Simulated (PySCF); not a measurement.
Run record: geometry optimisation, `FC1=C[SiH2]/C1=C/Cl`.

Method: PBE0-D3(BJ)/def2-SVP geometry optimisation, gas phase (PySCF 2.14.0). Start geometry: GFN2-xTB. A driver script takes a list of jobs; this job's settings line and coordinates (Å) are shown.

Command:
```bash
OMP_NUM_THREADS=1 python probes_run.py task.json out
```

Input:
```
{"job": {"xc": "PBE0", "basis": "def2-SVP", "d3": "d3bj", "grid": 1, "shake": 0.01, "kind": "geom"}, "charge": 0, "multiplicity": 1}
F      1.496180     1.768480     0.519120
C      0.400220     1.006960     0.363890
C     -0.887050     1.273850     0.701740
Si    -1.455460    -0.394620     0.089230
C      0.397180    -0.327890    -0.224580
C      1.355180    -1.076500    -0.721340
Cl     3.030690    -0.619810    -0.816700
H     -1.225680     2.178820     1.163610
H     -2.315170    -0.397770    -1.090780
H     -1.919150    -1.367810     1.106060
H      1.161170    -2.069530    -1.105930
```

Output:
```
step   0  E = -1003.33213951  max force = 0.023811
step   1  E = -1003.33434061  max force = 0.008659
step   2  E = -1003.33499156  max force = 0.004948
step   3  E = -1003.33524101  max force = 0.002961
step   4  E = -1003.33539688  max force = 0.001701
step   5  E = -1003.33543416  max force = 0.001317
step   6  E = -1003.33544328  max force = 0.001217
step   7  E = -1003.33546545  max force = 0.000453
step   8  E = -1003.33546766  max force = 0.000389
optimisation converged
```

Energies in Eh; «max force» is the largest Cartesian gradient component in Eh/bohr.

Task: Give the first gradient maximum in eV/Å.

Result: With 1 Eh/bohr = 51.422 eV/Å, 1.224 eV/Å.

Task: How much energy does the optimisation release, in kJ/mol?

Result: E(step 0) − E(last step) = 0.003328 Eh, which is 8.7 kJ/mol.

Main results: final energy -1003.33547 Eh after 8 steps; dipole 2.00 D.

Task: Give the final coordinates.

Result: 0.036 Å rms from the input after alignment:
```
atom  x, y, z in Å
F1     1.3604    1.9004    0.1667
C2     0.3481    1.0579    0.2296
C3    -0.8905    1.2947    0.7278
Si4   -1.3963   -0.4513    0.3110
C5     0.4084   -0.3255   -0.2504
C6     1.3717   -1.0667   -0.8028
Cl7    2.9687   -0.5081   -1.1394
H8    -1.2614    2.2214    1.1633
H9    -2.4131   -0.6467   -0.7631
H10   -1.6780   -1.3892    1.4365
H11    1.2151   -2.1085   -1.0919
```

Time: 63 s wall; peak memory 0.53 GiB. Hardware: an Arm Neoverse V1 with one thread, on a shared host.
Labels such as C1 count atoms from 1, the log's own numbers from 0.
